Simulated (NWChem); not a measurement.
System: C$_{4}$H$_{2}$BF; SMILES C#CB(F)C#C

```xyz
8

B      0.0000     0.0000     0.4357
C     -1.3272     0.0000    -0.3085
C     -2.3695     0.0000    -0.9314
H     -3.2901     0.0000    -1.4723
C      1.3272     0.0000    -0.3085
C      2.3695     0.0000    -0.9314
H      3.2901     0.0000    -1.4723
F      0.0000     0.0000     1.7698
```
Atoms are numbered in this order, from 1.

The geometry was optimised at B3LYP/6-31G* (spherical d).

**Question.** Give the principal values of the shielding tensors (ppm) of B1, C2, C3, F8 from B3LYP/6-31G* (spherical d), GIAO (NWChem), with their diamagnetic and paramagnetic parts as GIAO splits them.

**Answer.** 
| atom | σ11 | σ22 | σ33 | isotropic | diamagnetic | paramagnetic |
|---|---|---|---|---|---|---|
| B1 | 61.4 | 91.9 | 104.8 | 86.0 | 208.6 | -122.6 |
| C2 | 22.8 | 26.6 | 286.2 | 111.9 | 251.7 | -139.9 |
| C3 | 32.9 | 46.9 | 223.2 | 101.0 | 270.8 | -169.8 |
| F8 | 2.2 | 176.1 | 470.0 | 216.1 | 475.9 | -259.8 |
